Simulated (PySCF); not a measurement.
# From computed data to an observable: dipole moment from atomic charges

SiBr2, SMILES Br[Si]Br (connectivity only; charge and spin as stated), neutral, multiplicity 1. Atoms are numbered in the order given.

```xyz
3

Si     0.0000     0.0000     1.1802
Br     0.0000     1.7467    -0.2360
Br     0.0000    -1.7467    -0.2360
```

The structure is a stationary point at PBE0-D3(BJ)/def2-TZVP. The isomer is the one that the SMILES or the coordinates give; other isomers of the formula were not compared.

Charges (e) from PySCF with PBE/def2-TZVPD:

| atom | ESP fit | IAO |
|---|---|---|
| Si1 | 0.123 | 0.369 |
| Br2 | -0.061 | -0.184 |
| Br3 | -0.061 | -0.184 |

The dipole moment of the full density is 0.72 D.

Question: What dipole moment does each set of point charges give, and which comes closer to that of the density?

Answer: 
μ = Σ q r, and 1 e Å = 4.8032 D.
ESP fit: Σ q r = (0.000, 0.000, 0.174) e Å, |μ| = 0.84 D.
IAO: Σ q r = (0.000, 0.000, 0.522) e Å, |μ| = 2.51 D.
ESP fit comes closer in size. Point charges leave out the atoms' own dipoles (lone pairs, polarised bonds); fits to the potential absorb them, partitions of the density don't.
